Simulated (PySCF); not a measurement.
C2H12OSi3, SMILES [SiH2]([SiH2]OCC)[SiH3]. Atoms are numbered in the order given.

```xyz
18

C     -2.8782     0.9869    -0.9216
C     -2.0722    -0.1204    -0.2813
O     -1.3144     0.4176     0.7927
Si    -0.1545    -0.4758     1.6057
Si     1.5409    -1.0469     0.0722
Si     1.7894     0.8265    -1.3215
H     -3.4880     0.5953    -1.7504
H     -3.5475     1.4486    -0.1798
H     -2.2105     1.7687    -1.3148
H     -1.4000    -0.5876    -1.0326
H     -2.7412    -0.9217     0.0920
H     -0.7619    -1.6821     2.2592
H      0.3982     0.4254     2.6556
H      1.1858    -2.2467    -0.7525
H      2.8262    -1.3355     0.7857
H      2.9315     0.6693    -2.2740
H      2.0253     2.0437    -0.4866
H      0.5380     1.0303    -2.1149
```
Charge 0, spin multiplicity 1.

Geometry optimised at r2SCAN-D4/def2-SVP. The structure was generated by enumeration, and PubChem lists no compound with its InChIKey, so it may never have been made. One conformer was computed; it need not be the lowest.

These are CAM-B3LYP/def2-TZVP (PySCF) values and carry that method's errors.

Atomic charges (e):

```json
[
 {"atom": "C1", "Mulliken": "-0.33", "Löwdin": "-0.31"},
 {"atom": "C2", "Mulliken": "-0.05", "Löwdin": "-0.37"},
 {"atom": "O3", "Mulliken": "-0.37", "Löwdin": "(withheld)"},
 {"atom": "Si4", "Mulliken": "0.33", "Löwdin": "(withheld)"},
 {"atom": "Si5", "Mulliken": "0.01", "Löwdin": "(withheld)"},
 {"atom": "Si6", "Mulliken": "0.12", "Löwdin": "0.12"},
 {"atom": "H7", "Mulliken": "0.11", "Löwdin": "0.12"},
 {"atom": "H8", "Mulliken": "0.12", "Löwdin": "0.12"},
 {"atom": "H9", "Mulliken": "0.12", "Löwdin": "0.12"},
 {"atom": "H10", "Mulliken": "0.10", "Löwdin": "(withheld)"},
 {"atom": "H11", "Mulliken": "0.11", "Löwdin": "(withheld)"},
 {"atom": "H12", "Mulliken": "-0.05", "Löwdin": "-0.04"},
 {"atom": "H13", "Mulliken": "-0.04", "Löwdin": "-0.03"},
 {"atom": "H14", "Mulliken": "-0.03", "Löwdin": "(withheld)"},
 {"atom": "H15", "Mulliken": "-0.03", "Löwdin": "(withheld)"},
 {"atom": "H16", "Mulliken": "-0.04", "Löwdin": "-0.04"},
 {"atom": "H17", "Mulliken": "-0.03", "Löwdin": "-0.03"},
 {"atom": "H18", "Mulliken": "-0.04", "Löwdin": "-0.04"}
]
```

Problem. What belongs in the gaps? (Estimate from the structure and the level; the computed values follow.)

Solution. 
- O3, Löwdin: 0.05
- Si4, Löwdin: 0.09
- Si5, Löwdin: 0.04
- H10, Löwdin: 0.12
- H11, Löwdin: 0.12
- H14, Löwdin: -0.03
- H15, Löwdin: -0.03

Computed Mayer and Wiberg (Löwdin basis) orders of the bonds:
```
bond     Mayer  Wiberg
-------  -----  ------
C1–C2     0.98    1.33
C2–O3     0.93    1.46
O3–Si4    1.11    1.52
Si4–Si5   0.93    1.09
Si5–Si6   0.95    1.16
C1–H7     0.97    0.90
C1–H8     0.97    0.90
C1–H9     0.97    0.90
C2–H10    0.96    0.87
C2–H11    0.97    0.88
Si4–H12   0.93    0.94
Si4–H13   0.95    0.94
Si5–H14   0.94    0.93
Si5–H15   0.95    0.93
Si6–H16   0.96    0.96
Si6–H17   0.95    0.96
Si6–H18   0.95    0.96
```
